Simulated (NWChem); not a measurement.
BNH3 anion

```xyz
5

B     -0.0216     0.6553     0.0000
N     -0.1141    -0.7104     0.0000
H     -1.0403     1.3704     0.0000
H      1.0478     1.3086     0.0000
H      0.8122    -1.1490     0.0000
```
Atoms are numbered in this order, from 1.

Computed with NWChem. Sets without diffuse functions describe the anion's extra electron poorly. The geometry was optimised at B3LYP/def2-SVPD. The highest occupied level is positive, so the extra electron may be held by the finite basis. Atomic charges in e: unrestrained fits to the electrostatic potential beside Mulliken populations; buried atoms are poorly determined by the fit.

Question: What does the run give for B3LYP/def2-SVP? Quantities: ESP B1; Mulliken B1; ESP N2; Mulliken N2; relative RMS misfit of the potential (%).

Answer: 
```
Item                                      Value
----------------------------------------  -----
ESP B1                                     0.25
Mulliken B1                               -0.28
ESP N2                                    -0.93
Mulliken N2                               -0.27
relative RMS misfit of the potential (%)      4
```
